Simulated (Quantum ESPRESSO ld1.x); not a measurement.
Species: Sb I. Configuration: [Kr] 4d10 5s2 5p3. Calculated with ld1.x of Quantum ESPRESSO 7.5: Dirac Kohn-Sham, PBE, spin-unpolarised, spherical densities, point nucleus; open shells fill j = l - 1/2 first.

Unscreened Slater integrals over Kohn-Sham orbitals (eV). Large and small components are both included.

integral,value
"F0(5p3/2,5p3/2)",8.2751
"F2(5p3/2,5p3/2)",4.3190
"F0(5p3/2,5p1/2)",8.4747
"G2(5p3/2,5p1/2)",4.4097
"F0(5p3/2,5s1/2)",9.3321
"G1(5p3/2,5s1/2)",5.7795
"F0(5p3/2,4d5/2)",10.649
"F2(5p3/2,4d5/2)",2.5544
"G1(5p3/2,4d5/2)",0.81350
"G3(5p3/2,4d5/2)",0.71754
"F0(5p3/2,4d3/2)",10.661
"F2(5p3/2,4d3/2)",2.5183
"G1(5p3/2,4d3/2)",0.77999
"G3(5p3/2,4d3/2)",0.69446
"F0(5p1/2,5p1/2)",8.6916
"F0(5p1/2,5s1/2)",9.6331
"G1(5p1/2,5s1/2)",6.2089
"F0(5p1/2,4d5/2)",11.131
"G3(5p1/2,4d5/2)",0.83766
"F0(5p1/2,4d3/2)",11.144
"G1(5p1/2,4d3/2)",0.93168
"F0(5s1/2,5s1/2)",11.000
"F0(5s1/2,4d5/2)",13.590
"G2(5s1/2,4d5/2)",1.7504
"F0(5s1/2,4d3/2)",13.614
"G2(5s1/2,4d3/2)",1.6887
"F0(4d5/2,4d5/2)",23.775
"F2(4d5/2,4d5/2)",11.939
"F4(4d5/2,4d5/2)",7.8713
"F0(4d5/2,4d3/2)",23.926
"F2(4d5/2,4d3/2)",12.014
"G2(4d5/2,4d3/2)",12.005
"G4(4d5/2,4d3/2)",7.9164
"F0(4d3/2,4d3/2)",24.081
"F2(4d3/2,4d3/2)",12.094
